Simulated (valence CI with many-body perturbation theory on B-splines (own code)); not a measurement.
E1 line list for As+

Method: relativistic CI+MBPT: four valence electrons over a frozen Dirac-Fock core [Ar] 3d10, radial functions for each j: 11 s, 11 p, 10 d, 8 f, 5 g, 2 h, with the one-electron correlation potential Σ1, the two-electron term Σ2, the three-electron term Σ3, Breit, model QED; selected CI, second order for the rest (own B-spline code, finite nucleus).

Set against measurement, 16 paired levels are off by 193 cm⁻¹ on average, the worst by 359. These come from a selection out of the NIST Handbook of Basic Atomic Spectroscopic Data. Levels without a partner in it may be off by more. Among the levels kept, up to 2200 cm⁻¹ of a level comes from second order outside the variational space, and about a tenth of that is noise between levels of different J, which matters for small intervals.

Lines 201 to 250 of 521 in falling wavelength, among levels below 139499 cm⁻¹, chosen from the strongest by gf and those to the six lowest levels. Wavelengths and rates use the calculated energies, so an error of 200 cm⁻¹ moves a line at 9591 Å by 1.9 % and its rate by three times that or more. Electric multipoles are in the length gauge, E1 and E2 with the static RPA response of the core. Weak lines are less certain than strong ones. Lines between different terms over intervals too small for the method are left out, as are lines whose strength nearly cancels. Where a level lies close to another of its J and parity, the split of strength between their lines is uncertain. The highest levels of a list are the least certain.

Levels are named by their leading jj configuration (3d3/2^4 stands for four electrons in 3d with j = 3/2), which in mixed levels can hold well under half, so a name can repeat and another be missing. Letters in brackets count levels of one name in rising energy.

```
λ vac (Å)                       Upper                       Lower   A (s⁻¹)  S (a.u.) with core polarisation  S without
     9591      (4s^2 4p3/2 5g9/2) J=3      (4s^2 4p3/2 4f7/2) J=3  8.21e+06                         2.50e+01   2.50e+01
     9587      (4s^2 4p1/2 5g9/2) J=4      (4s^2 4p1/2 4f5/2) J=3  3.27e+07                         1.28e+02   1.28e+02
     9587      (4s^2 4p1/2 5g7/2) J=4      (4s^2 4p1/2 4f5/2) J=3  3.05e+07                         1.19e+02   1.19e+02
     9551      (4s^2 4p1/2 5g7/2) J=3      (4s^2 4p1/2 4f5/2) J=3  5.22e+06                         1.57e+01   1.57e+01
     9531      (4s^2 4p3/2 5f5/2) J=4      (4s^2 4p3/2 5d5/2) J=3  2.99e+07                         1.15e+02   1.15e+02
     9508      (4s^2 4p3/2 5g7/2) J=2      (4s^2 4p3/2 6p3/2) J=2  4.07e+06                         8.64e+00   8.65e+00
     9442      (4s^2 4p1/2 5f5/2) J=2  (4s^2 4p1/2 5d3/2) J=1 [b]  2.33e+07                         4.85e+01   4.85e+01
     9440      (4s^2 4p3/2 5g9/2) J=5      (4s^2 4p3/2 4f7/2) J=4  6.22e+07                         2.84e+02   2.84e+02
     9411      (4s^2 4p3/2 5g7/2) J=4      (4s^2 4p3/2 4f7/2) J=4  2.59e+06                         9.58e+00   9.58e+00
     9386      (4s^2 4p3/2 5g7/2) J=4      (4s^2 4p3/2 4f5/2) J=3  6.23e+07                         2.29e+02   2.29e+02
     9357      (4s^2 4p3/2 5g9/2) J=4      (4s^2 4p3/2 4f7/2) J=4  8.95e+06                         3.26e+01   3.26e+01
     9351      (4s^2 4p3/2 7p3/2) J=3      (4s^2 4p3/2 5d5/2) J=2  4.76e+06                         1.34e+01   1.34e+01
     9334     (4s^2 4p3/2 7s) J=1 [a]      (4s^2 4p1/2 6p1/2) J=1  5.35e+06                         6.44e+00   6.44e+00
     9298      (4s^2 4p3/2 5f5/2) J=3      (4s^2 4p3/2 5d5/2) J=2  8.51e+06                         2.36e+01   2.36e+01
     9297      (4s^2 4p3/2 5g7/2) J=3      (4s^2 4p3/2 4f5/2) J=3  8.66e+06                         2.40e+01   2.40e+01
     9090      (4s^2 4p3/2 5f7/2) J=3      (4s^2 4p3/2 5d5/2) J=2  1.73e+07                         4.48e+01   4.48e+01
     9006      (4s^2 4p1/2 5f7/2) J=3      (4s^2 4p1/2 5d5/2) J=2  3.34e+07                         8.42e+01   8.42e+01
     8955      (4s^2 4p1/2 5f5/2) J=2      (4s^2 4p1/2 5d5/2) J=2  3.56e+06                         6.30e+00   6.30e+00
     8950      (4s^2 4p3/2 5g9/2) J=4      (4s^2 4p3/2 6p3/2) J=3  1.96e+06                         6.23e+00   6.24e+00
     8815      (4s^2 4p3/2 5f5/2) J=3      (4s^2 4p3/2 5d3/2) J=2  2.01e+07                         4.76e+01   4.76e+01
     8799      (4s^2 4p3/2 5f7/2) J=2      (4s^2 4p3/2 5d5/2) J=2  6.70e+06                         1.13e+01   1.13e+01
     8791      (4s^2 4p3/2 5f5/2) J=2      (4s^2 4p3/2 5d3/2) J=1  1.03e+07                         1.72e+01   1.72e+01
     8628      (4s^2 4p3/2 5f7/2) J=3      (4s^2 4p3/2 5d3/2) J=2  7.19e+06                         1.59e+01   1.60e+01
     8624      (4s^2 4p3/2 5f5/2) J=2      (4s^2 4p3/2 5d3/2) J=2  9.53e+06                         1.51e+01   1.51e+01
     8523      (4s^2 4p3/2 5f5/2) J=3      (4s^2 4p3/2 5d3/2) J=3  3.88e+06                         8.31e+00   8.31e+00
     8523      (4s^2 4p3/2 5f7/2) J=2      (4s^2 4p3/2 5d3/2) J=1  8.13e+06                         1.24e+01   1.24e+01
     8517      (4s^2 4p3/2 5f7/2) J=4      (4s^2 4p3/2 5d3/2) J=3  2.54e+07                         6.98e+01   6.98e+01
     8514      (4s^2 4p3/2 5f5/2) J=1      (4s^2 4p3/2 5d3/2) J=1  1.75e+07                         1.60e+01   1.60e+01
     8483      (4s^2 4p3/2 5f5/2) J=1      (4s^2 4p3/2 5d3/2) J=0  1.76e+07                         1.59e+01   1.59e+01
     8460      (4s^2 4p3/2 6p3/2) J=1  (4s 4p1/2 4p3/2^2) J=2 [c]  5.48e+06                         4.92e+00   4.91e+00
     8348      (4s^2 4p3/2 5f7/2) J=3      (4s^2 4p3/2 5d3/2) J=3  6.69e+06                         1.35e+01   1.35e+01
     8263      (4s^2 4p3/2 5f5/2) J=4      (4s^2 4p3/2 5d3/2) J=3  4.03e+06                         1.01e+01   1.01e+01
     8087      (4s^2 4p1/2 5p1/2) J=1  (4s^2 4p1/2 4d3/2) J=2 [a]  9.53e+06                         7.47e+00   7.43e+00
     8079      (4s^2 4p1/2 5f7/2) J=4      (4s^2 4p1/2 5d5/2) J=3  3.06e+07                         7.18e+01   7.18e+01
     8048      (4s^2 4p1/2 5p1/2) J=1         (4s^2 4p3/2 5s) J=1  9.67e+06                         7.46e+00   7.46e+00
     7939      (4s^2 4p3/2 4f5/2) J=3  (4s 4p1/2 4p3/2^2) J=2 [c]  1.12e+07                         1.94e+01   1.94e+01
     7699      (4s^2 4p1/2 5f5/2) J=3      (4s^2 4p1/2 5d3/2) J=2  2.66e+07                         4.19e+01   4.20e+01
     7692      (4s^2 4p1/2 5f5/2) J=2  (4s^2 4p1/2 5d3/2) J=1 [a]  7.35e+06                         8.26e+00   8.26e+00
     7662      (4s^2 4p1/2 5f7/2) J=3      (4s^2 4p1/2 5d3/2) J=2  3.67e+06                         5.71e+00   5.71e+00
     7641      (4s^2 4p3/2 4f7/2) J=3  (4s 4p1/2 4p3/2^2) J=2 [c]  5.64e+06                         8.69e+00   8.68e+00
     7587  (4s^2 4p1/2 5d3/2) J=1 [a]      (4s^2 4p3/2 5p3/2) J=0  1.92e+07                         1.24e+01   1.24e+01
     7565      (4s^2 4p3/2 5f7/2) J=4      (4s^2 4p3/2 5d5/2) J=4  5.72e+06                         1.10e+01   1.10e+01
     7438      (4s^2 4p3/2 5f7/2) J=5      (4s^2 4p3/2 5d5/2) J=4  3.30e+07                         7.37e+01   7.38e+01
     7129      (4s^2 4p1/2 5p3/2) J=1         (4s^2 4p3/2 5s) J=1  1.40e+07                         7.50e+00   7.51e+00
     6898         (4s^2 4p3/2 8s) J=2      (4s^2 4p3/2 6p1/2) J=2  5.35e+06                         4.33e+00   4.33e+00
     6810         (4s^2 4p3/2 8s) J=2      (4s^2 4p3/2 6p3/2) J=3  7.46e+06                         5.82e+00   5.81e+00
     6807  (4s 4p1/2 4p3/2^2) J=2 [c]      (4s^2 4p1/2 5p3/2) J=1  6.47e+06                         5.04e+00   5.03e+00
     6634         (4s^2 4p3/2 6s) J=1      (4s^2 4p3/2 5p3/2) J=2  5.43e+07                         2.35e+01   2.34e+01
     6559         (4s^2 4p1/2 6s) J=1  (4s^2 4p3/2 5p1/2) J=1 [a]  9.23e+06                         3.86e+00   3.85e+00
     6472      (4s^2 4p3/2 5f5/2) J=4      (4s^2 4p1/2 5d5/2) J=3  3.33e+06                         4.01e+00   4.02e+00
```
